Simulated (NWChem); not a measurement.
System: CH3BBrCl; SMILES CB(Cl)Br

This build's default masses of Se (78.918 u) and Br (79.917 u) are each other's, which moves their modes by up to 0.6 %.

Q: Give the equilibrium geometry at PBE-D3(BJ)/def2-SVP (NWChem) as a Z-matrix, with the point group.

A: point group C1; any orientation.
```
C
H 1 1.1070
H 1 1.1075 2 110.20
H 1 1.1144 2 106.51 3 -115.38
B 1 1.5624 2 112.90 4 -117.74
Cl 5 1.7629 1 121.43 2 -152.72
Br 5 1.9282 1 120.73 2 29.46
```
